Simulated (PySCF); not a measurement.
Isomers of C5H9B, mass 80.080 u with the commonest isotopes. Level of theory: PySCF, PBE0-D3(BJ)/def2-SVP geometry optimisation, gas phase. One conformer each, none proved a minimum here; rigid rotors.

Task: Order these by radius of gyration √(Σ m r²/M), largest first.
A. `C=C=CB(C)C`
B. `[CH3:1][C:2]#[C:3][BH:4][CH2:5][CH3:6]` with C3–B4–C5–C6 174°
C. `[BH2:1][CH2:2][C:3](=[CH2:4])[CH:5]=[CH2:6]` with H–B1–C2–C3 -31° and 154°, B1–C2–C3–C4 114°, C2–C3–C5–C6 1°

Result: B (2.434 Å), A (2.011 Å), C (1.763 Å).

Task: Order these by rotational constant B, largest first.
A. `C=C=CB(C)C`
B. `[BH2:1][CH2:2][C:3](=[CH2:4])[CH:5]=[CH2:6]` with H–B1–C2–C3 -31° and 154°, B1–C2–C3–C4 114°, C2–C3–C5–C6 1°
C. `[CH3:1][C:2]#[C:3][BH:4][CH2:5][CH3:6]` with C3–B4–C5–C6 174°

Result: B (3811 MHz), A (1967 MHz), C (1110 MHz).

Task: Order these by dipole moment, smallest first.
A. `C=C=CB(C)C`
B. `[CH3:1][C:2]#[C:3][BH:4][CH2:5][CH3:6]` with C3–B4–C5–C6 174°
C. `[BH2:1][CH2:2][C:3](=[CH2:4])[CH:5]=[CH2:6]` with H–B1–C2–C3 -31° and 154°, B1–C2–C3–C4 114°, C2–C3–C5–C6 1°

Result: A (0.36 D), C (0.60 D), B (1.82 D).

| SMILES | point group | Ia (u·Å²) | Ib (u·Å²) | Ic (u·Å²) | κ | μa (D) | μb (D) | μc (D) |
| --- | --- | --- | --- | --- | --- | --- | --- | --- |
| CC#CBCC | – | 23.61 | 455.49 | 469.46 | -1.00 | 1.54 | 0.96 | 0.04 |
| C=C=CB(C)C | – | 71.72 | 256.97 | 318.89 | -0.86 | 0.35 | 0.04 | 0.04 |
| BCC(=C)C=C | C1 | 129.15 | 132.61 | 236.05 | 0.88 | 0.38 | 0.14 | 0.45 |
